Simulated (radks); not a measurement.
Results of a calculation; reference values are marked as such.
Spherical jellium clusters: N electrons in a uniform positive sphere of charge N and radius rs N^(1/3), rs = 5.12 bohr. Level of theory: non-relativistic Kohn-Sham, LDA (Slater exchange, Perdew-Wang correlation), spin-polarised, spherical densities (a radial shooting solver with Libxc functionals). Levels are named by radial order and angular momentum (1s, 1p, 1d, 2s, ...), and open shells are averaged over m.

N = 21, configuration 1s2 1p6 1d10 2s2 1f(up 1, down 0). This is the lowest configuration that the search found. Occupied and some empty levels:

level    occupation  eigenvalue (eV)  <r> (bohr)
1s up             1          -3.7873       9.243
1s down           1          -3.7536       9.150
1p up             3          -3.3787       10.46
1p down           3          -3.3358       10.42
1d up             5          -2.8112       11.35
1d down           5          -2.7636       11.34
2s up             1          -2.3459       8.808
2s down           1          -2.3263       8.855
1f up             1          -2.1177       12.14
1f down           0          -2.0686       12.14
2p up             0          -1.5413       10.81
2p down           0          -1.5191       10.83
1g up             0          -1.3264       12.93
1g down           0          -1.2784       12.96
2d up             0         -0.78218       13.19
2d down           0         -0.75919       13.24

Energy (eV): total -38.4953, kinetic 23.165, external -1013.5, Hartree 504.50, exchange-correlation -62.345, background 509.72.

Electron density:

r (bohr)  n(r) (e/bohr^3)
0.445            0.002562
1.56             0.002426
2.68             0.002183
3.80             0.001916
4.92             0.001722
6.04             0.001670
7.15             0.001770
8.27             0.001954
9.39             0.002091
10.5             0.002034
11.6             0.001717
12.7             0.001211
13.9            0.0007028
15.0            0.0003432
16.1            0.0001487
17.2           0.00005994
18.3           0.00002271
19.4            8.288e-06
20.6            2.951e-06
21.7            1.036e-06
